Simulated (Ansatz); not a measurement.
Consider the redistribution: `[SiH3][CH2][InH][SiH3]` + `FC(F)([SiH3])[SiH3]` → `FC([SiH3])([SiH3])[SiH3]` + `F[CH2][InH][SiH3]`.

Calculated with Ansatz (gas phase, PBE0-D4/def2-TZVP geometries, no zero-point term in ΔE). CBS: MP2 limit from def2 TZ/QZ plus the TZ coupled-cluster correction, frozen cores. DFT in def2-TZVPP. Elements past krypton have def2 core potentials. For In outer-core shells are correlated without core-valence functions, which leaves a few kJ/mol of doubt a bond. One conformer a species, not always the lowest.

`[SiH3][CH2][InH][SiH3]`:

Cartesian coordinates in Å:
```
Si -0.352 1.857 -1.178
C 0.799 1.336 0.187
In 1.114 -0.808 0.199
Si -0.762 -2.351 1.056
H -1.677 1.195 -1.009
H -0.579 3.329 -1.232
H 0.187 1.435 -2.504
H 1.765 1.836 0.085
H 0.358 1.616 1.149
H 2.619 -1.404 -0.413
H -0.234 -3.427 1.941
H -1.439 -3.012 -0.097
H -1.799 -1.601 1.817
```

`FC(F)([SiH3])[SiH3]`:

Cartesian coordinates in Å:
```
F 0.540 1.289 -1.283
C -0.231 0.451 -0.499
F -1.543 0.665 -0.881
Si 0.230 -1.365 -0.929
Si -0.043 1.000 1.333
H 1.653 -1.578 -0.566
H -0.636 -2.264 -0.127
H 0.014 -1.574 -2.381
H 1.377 0.820 1.725
H -0.449 2.422 1.442
H -0.912 0.133 2.167
```

`FC([SiH3])([SiH3])[SiH3]`:

Z-matrix (Å, degrees):
```
C
Si 1 1.895
Si 1 1.895 2 111.6
F 1 1.428 2 107.2 3 -117.2
Si 1 1.895 2 111.6 3 125.7
H 2 1.485 1 109.9 3 177.6
H 2 1.485 1 109.8 3 57.0
H 2 1.486 1 108.1 3 -62.7
H 3 1.486 1 108.0 2 63.0
H 3 1.485 1 109.9 2 -56.7
H 3 1.485 1 109.8 2 -177.3
H 5 1.485 1 109.9 2 56.9
H 5 1.485 1 109.9 2 177.6
H 5 1.486 1 108.0 2 -62.7
```

`F[CH2][InH][SiH3]`:

Cartesian coordinates in Å:
```
F -0.674 3.118 0.341
C -0.063 1.923 0.704
In -0.573 0.290 -0.655
Si 0.419 -2.060 -0.265
H 1.020 2.087 0.718
H -0.370 1.682 1.727
H -1.636 0.627 -1.974
H 1.329 -2.425 -1.387
H -0.656 -3.090 -0.207
H 1.203 -2.153 0.998
```

```
             level  ΔE (kcal/mol)
            PBE-D4           11.4
           ωB97X-V           12.2
CCSD(T)/def2-TZVPP           12.9
    MP2/def2-QZVPP           13.8
```

(1) What does CCSD(T)/CBS give? (Estimate.)

Largest T1 diagnostic among the species: 0.013.

Answers

(1) The calculation gave: +12.9 kcal/mol. The listed levels differ from it by -1.5, -0.7, 0.0, 0.9 kcal/mol.

The D4 term adds −1.1 kcal/mol with B3LYP and −0.6 kcal/mol with PBE0; it sums over pairs of atoms, weighted by their polarisabilities, and B3LYP, whose exchange is more repulsive, gets the larger term.

CCSD(T)/CBS has its own doubt, a few kJ/mol and more with outer-core shells, so smaller differences from it don't rank the levels.

B3LYP here is the variant with VWN-RPA as its local correlation; programs differ in this.
